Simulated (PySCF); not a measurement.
# Ge2: energy against distance

Set-up: PySCF, no relativity, basis sets Ge pcseg-1. Energies in eV from Ge + Ge in their ground configurations at the same level. State: ³Σg⁻ (triplet), unpaired electrons π ↑↑.

All columns are UHF.

| R (Å) | E (eV) | HOMO (eV) | LUMO (eV) | Mayer bond order | ⟨S²⟩ |
| --- | --- | --- | --- | --- | --- |
| 2.057 | -0.464 | -7.74 | -0.54 | 1.93 | 2.01 |
| 2.153 | -1.012 | -7.73 | -0.39 | 1.94 | 2.01 |
| 2.248 | -1.293 | -7.70 | -0.26 | 1.95 | 2.01 |
| 2.320 | -1.374 | -7.67 | -0.18 | 1.95 | 2.01 |
| 2.392 | -1.371 | -7.62 | -0.10 | 1.96 | 2.01 |
| 2.464 | -1.301 | -7.56 | -0.02 | 1.97 | 2.01 |
| 2.559 | -1.131 | -7.47 | -0.09 | 1.98 | 2.01 |
| 2.679 | -0.832 | -7.34 | -0.31 | 1.98 | 2.01 |
| 2.823 | -0.395 | -7.14 | -0.55 | 1.99 | 2.01 |
| 3.014 | 0.248 | -6.81 | -0.86 | 2.00 | 2.01 |

Spin–orbit coupling is left out. Hartree–Fock leaves out correlation, which carries a large part of most bond energies and some tenths to 1 eV of ionisation energies. The state is the lowest determinant that a PBE0 search found; another state may lie lower at other levels.
